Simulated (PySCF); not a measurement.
C₂H₆Be, charge +1, doublet, geometry from GFN2-xTB (such geometries of metal compounds can be far from the true shape) (a state made from the parent by changing its charge; the spin is typed, not shown lowest). Base run: DF-R2SCAN/STO-3G (PySCF).

PySCF was given this input:
```python
from pyscf import gto, scf, dft

mol = gto.Mole()
mol.atom = '''
    Be    0.00812463    0.00589847   -0.01851476
    C     1.34497829    0.16811655   -1.10203987
    H     2.01726522   -0.68433485   -0.98249935
    H     1.88396477    1.09122848   -0.87703616
    H     0.98021078    0.20130722   -2.13099014
    C    -1.34075965   -0.18920584    1.04437132
    H    -1.85838819   -1.12238919    0.81194380
    H    -2.02886923    0.64945052    0.91682337
    H    -0.98791959   -0.21694345    2.07777343
'''
mol.basis = 'sto-3g'
mol.charge = 1
mol.spin = 1
mol.verbose = 4
mol.build()

mf = dft.UKS(mol)
mf.xc = 'r2scan'
mf = mf.density_fit(auxbasis='def2-universal-jkfit')
mf.kernel()
```

Variants of this job, named by their change:

| change | basis functions | E (Eh) | HOMO (eV) | core-seconds (rough) |
|---|---|---|---|---|
| base | 21 | -93.03283 | -13.70 | 6 |
| basis = pcseg-0 | 36 | -93.88104 | -14.39 | 5 |
| basis = LANL2DZ | 39 | -94.13467 | -14.11 | 6 |
| basis = 6-31G | 39 | -94.12304 | -14.05 | 7 |
| basis = 6-31G** | 72 | -94.14964 | -13.94 | 9 |
| basis = cc-pVDZ | 72 | -94.14671 | -13.97 | 10 |
| basis = def2-SVPD | 100 | -94.06761 | -14.01 | 20 |
| basis = def2-TZVP | 117 | -94.17415 | -13.97 | 20 |
| basis = def2-TZVPD | 150 | -94.17501 | -13.96 | 20 |
| basis = pcseg-2 | 159 | -94.17714 | -13.96 | 20 |
| basis = pc-2 | 159 | -94.17943 | -13.97 | 30 |
| basis = def2-TZVPP | 165 | -94.17688 | -13.97 | 30 |
| basis = cc-pVTZ | 174 | -94.17849 | -13.95 | 30 |

Totals compare only among sets that treat the same electrons; sets with core potentials leave the core out.

Open shells are given as the SCF converged; they aren't shown to be the lowest states, and a large step between rows can be another state.
